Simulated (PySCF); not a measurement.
Ionisation energy of Ge⁺ by level of theory

Ge⁺ [Ar] 3d10 4s2 4p1 (2P) → Ge²⁺ [Ar] 3d10 4s2 (1S), as a difference of total energies. All numbers are calculated (PySCF 2.14, scalar relativity by spin-free X2C-1e, in jorge-DZP-DKH (8s6p2d1f, 43 functions)). Correlated levels: valence: [Ar] 3d10 frozen. The calculations carry no spin-orbit coupling.

```csv
method,ionisation energy (eV)
UHF,15.059
M06-2X,15.495
TPSS,15.591
MP2 (valence),15.028
SCS-MP2 (valence),14.996
CCSD (valence),14.973
CCSD(T) (valence),14.977
```

Errors of the correlated levels include the incompleteness of this basis and the frozen core.

**Question.** Which method comes closest to the reference value, and which is furthest?

**Answer.** The reference is 15.789 eV (measured; NIST levels, between the centres of gravity of the two terms). Closest: TPSS (error -0.198 eV); furthest: CCSD (valence) (error -0.816 eV).
